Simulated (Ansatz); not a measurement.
Cost and result up the ladder for (Br2In-mu-SH)3 (In3H3S3Br6) (15 atoms). Charge 0, multiplicity 1. Geometry: PBE-D4/def2-SVP.

```xyz
15

In   -0.1123    1.9622    1.1884
Br   -0.3757    4.2898    2.0403
Br    0.9563    0.1698    2.5866
S    -2.3508    1.0345    0.2922
In   -1.8681   -1.5263    0.1644
Br   -2.7225   -2.2731   -2.0680
Br   -2.7835   -2.3341    2.3486
S     0.6427   -2.1474    0.0512
In    2.0062   -0.4068   -1.2905
Br    1.7210   -1.1685   -3.6585
Br    4.2439   -0.0791   -0.2206
S     0.9648    1.9826   -1.1608
H    -2.8964    0.8769    1.5347
H     0.4227   -2.8723   -1.0927
H     2.1518    2.4916   -0.7154
```

Ansatz; hardware A = 2 threads of AMD EPYC 7R13 on a shared host and a share (18 GiB) of an NVIDIA H100 80GB HBM3; B = 2 threads of AMD EPYC 7R13 on a shared host. Times are rough, and most runs start from the orbitals of an earlier one. CAM-B3LYP-D4/def2-TZVP serves as the yardstick here, not as an exact answer. Differences are given only for rows in sets of like size (and for xTB, whose basis is part of the method), since another set adds its own error. Binding counts from free atoms at the same level (In doublet, Br doublet, S triplet, H doublet; other spins of the atoms weren't run), without zero-point energy or a counterpoise term.

In the def2 sets In takes a core potential, while STO-3G treats all electrons; there is no spin–orbit coupling. B3LYP takes the VWN-RPA correlation. Correlated methods freeze 81 core orbitals; core or outer-core shells of In, Br are correlated, in sets that lack core-valence functions. Single mean-field runs in def2-TZVP are fitted with def2-universal-jkfit.

Correlated methods converge slowly with the basis.

```
                              level  functions  wall time
                PBE-D4/def2-SVP [A]        339      2.9 s
             B3LYP-D4/def2-TZVP [A]        567        6 s
               PBE0-D4/def2-SVP [A]        339        6 s
 PBE-D4/def2-TZVP (with forces) [A]        567      6.5 s
            r2SCAN-D4/def2-TZVP [A]        567        7 s
             BHLYP-D4/def2-TZVP [A]        567        7 s
         CAM-B3LYP-D4/def2-TZVP [A]        567        8 s
PBE0-D4/def2-TZVP (with forces) [A]        567      9.5 s
                  MP2/def2-TZVP [A]        567       10 s
                      HF/STO-3G [B]        219       21 s
```

Task: Estimate what each level gives for the binding energy per atom (eV).

Result: 
```
                              level  binding energy per atom (eV)  difference from CAM-B3LYP-D4/def2-TZVP (eV)
                PBE-D4/def2-SVP [A]                          2.73                                            –
             B3LYP-D4/def2-TZVP [A]                          2.62                                         0.00
               PBE0-D4/def2-SVP [A]                          2.69                                            –
 PBE-D4/def2-TZVP (with forces) [A]                          2.72                                         0.11
            r2SCAN-D4/def2-TZVP [A]                          2.73                                         0.12
             BHLYP-D4/def2-TZVP [A]                          2.59                                        -0.02
         CAM-B3LYP-D4/def2-TZVP [A]                          2.61                                         0.00
PBE0-D4/def2-TZVP (with forces) [A]                          2.70                                         0.09
                  MP2/def2-TZVP [A]                          2.68                                         0.07
                      HF/STO-3G [B]                          3.18                                            –
```
